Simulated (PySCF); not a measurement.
C2H9ClOSi2, SMILES C[Si@@H](Cl)O[SiH2]C. Coordinates come from a ωB97X-D3(BJ)/def2-SVP optimisation. The structure was generated by enumeration; whether it is a known compound was not checked. The values are those of a single conformer.

Q: Give the equilibrium geometry at ωB97X-D3(BJ)/def2-SVP (PySCF confirms it by a frequency run) as bond lengths and angles. (The exact figures need the calculation; the answer reports its results.)

A: Several could match; the one computed here: 
Atoms: C1 Si2 O3 Si4 C5 Cl6 H7 H8 H9 H10 H11 H12 H13 H14 H15. Bonded distances (Å): C1–Si2 1.869, C1–H7 1.101, C1–H8 1.102, C1–H9 1.102, Si2–O3 1.676, Si2–H10 1.491, Si2–H11 1.489, O3–Si4 1.645, Si4–C5 1.854, Si4–Cl6 2.083, Si4–H12 1.484, C5–H13 1.101, C5–H14 1.101, C5–H15 1.102. Bond angles (°): Si2–C1–H7 110.2, Si2–C1–H8 110.8, Si2–C1–H9 110.9, H7–C1–H8 108.3, H7–C1–H9 108.5, H8–C1–H9 108.1, C1–Si2–O3 110.2, C1–Si2–H10 110.7, C1–Si2–H11 111.2, O3–Si2–H10 109.0, O3–Si2–H11 106.6, H10–Si2–H11 109.0, Si2–O3–Si4 137.7, O3–Si4–C5 110.8, O3–Si4–Cl6 107.6, O3–Si4–H12 110.1, C5–Si4–Cl6 108.7, C5–Si4–H12 112.9, Cl6–Si4–H12 106.6, Si4–C5–H13 110.7, Si4–C5–H14 110.2, Si4–C5–H15 110.3, H13–C5–H14 108.5, H13–C5–H15 108.6, H14–C5–H15 108.5.
Charge 0, spin multiplicity 1.
